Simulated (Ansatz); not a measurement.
Consider the formal exchange of groups at the Si–B bond: `B[SiH](C)OC` + `C=C(O)S` → `CO[SiH](C)S` + `BC(=C)O`.

Gas-phase electronic energies from Ansatz, PBE0-D4/def2-TZVP geometries. CCSD(T)/CBS is the MP2 limit (def2-TZVPP, def2-QZVPP) plus CCSD(T) − MP2 in def2-TZVPP, frozen cores. Functionals use def2-TZVPP. Each species was taken in one conformer, which may not be the lowest.

Question: Is it downhill or uphill in electronic energy at CCSD(T)/CBS, and by how much? (Best estimate.)

Answer: The calculation gave: Downhill: ΔE = -170.8 kJ/mol.

Question: What do these levels give: ωB97M-V, PBE, MP2/def2-TZVPP, SCS-MP2/def2-TZVPP, CCSD(T)/def2-TZVPP, MP2/CBS(def2)? (An estimate is asked.)

Answer: Computed: ωB97M-V -172.4, PBE -162.5, MP2/def2-TZVPP -175.0, SCS-MP2/def2-TZVPP -170.7, CCSD(T)/def2-TZVPP -168.6, MP2/CBS(def2) -177.2 kJ/mol.

Largest T1 diagnostic among the species: 0.013.

From PBE to PBE0 (25 % exact exchange), in def2-TZVPP and without D4, ΔE moves by −3.3 kJ/mol.
